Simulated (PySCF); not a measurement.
**Static response to an electric field**

Compound: C₄HClN₄.
Cartesian coordinates in Å at the GFN2-xTB level; atoms count from 1:
```xyz
10
C4HClN4 angstrom
N      3.2688   -0.6390   -0.1079
C      2.1887   -0.2642   -0.0724
C      0.8342    0.1697   -0.0283
C     -0.2146   -0.7477    0.0059
C     -1.4801   -0.1616    0.0453
Cl    -2.8952   -1.1134    0.0889
N     -1.6314    1.1564    0.0492
N     -0.5992    1.9289    0.0164
N      0.5990    1.4896   -0.0220
H     -0.0613   -1.8142    0.0024
```

Level: wB97X-D/def2-SVPD (PySCF), static field, nuclei fixed, core orbitals frozen in the response. The polarisability tensor in these axes (au):

```
x   121.49   2.75  -2.32
y     2.75  81.69  -0.10
z    -2.32  -0.10  48.83
```

Problem. Diagonalise the tensor; give its mean and Δα, where Δα² is half the sum of the squared differences of the eigenvalues.

Solution. Principal values 48.75, 81.50 and 121.75 au; mean 84.00 au = 12.45 Å³ = 13.85 × 10⁻⁴⁰ C²·m²/J; Δα = 63.33 au (75 % of the mean).

Problem. What is the dipole moment, and where does it point?

Solution. (-1.99, -3.24, 0.07) D, 3.80 D in size, pointing from the negative to the positive side. Measured along this direction, the outermost atoms are N9 at the negative end and Cl6 at the positive end.

Problem. What depolarisation ratio follows for Rayleigh scattering of linearly polarised light, taking the static tensor?

Solution. ρ = 3Δα²/(45ᾱ² + 4Δα²) = 12031.8/(317540 + 16042.4) = 0.0361.

Problem. How large is μ²/3kT at 250 K beside α?

Solution. In Gaussian units μ²/3kT = 139.52 Å³ against 12.45 Å³, a ratio of 11.21; the Debye molar polarisation (4π/3)N_A(α + μ²/3kT) is 383.3 cm³/mol, leaving out the vibrational part.

Problem. Form Σ f/ω² (atomic units) for the 8 lowest TDDFT singlets, given as eV and f, and set it beside the mean polarisability, which is this sum over all singlets: 3.33, 0.0014; 3.65, 0.0030; 4.26, 0.0019; 4.59, 0.0016; 5.38, 0.0301; 6.04, 0.0385; 6.26, 0.0000; 6.37, 0.5289.

Solution. They add up to 11.59 au, 13.8 % of the 84.00 au; the largest single term is 9.65 au, from the state at 6.37 eV. Terms in order: 0.09, 0.17, 0.08, 0.06, 0.77, 0.78, 0.00, 9.65 au. Higher excitations give the rest. The strengths listed sum to 0.605.

Problem. Find the Langevin capture rate constant for O2+ (31.990 u) meeting this molecule (139.989 u), k = 2.342 × 10⁻⁹ cm³/s × √(α in Å³ / reduced mass in u).

Solution. The reduced mass is 26.04 u, so k = 1.62 × 10⁻⁹ cm³/s. The formula leaves out the permanent dipole, which adds to the capture rate.

Geometry: GFN2-xTB; no solvent, vibrations or thermal averaging.

The run behind these numbers computed excited states as well. On Arm Neoverse V1, one thread, no GPU, shared host with 32 logical CPUs at a one-minute load of 13, this took 34 s of wall time and 0.84 GiB of memory at its peak.
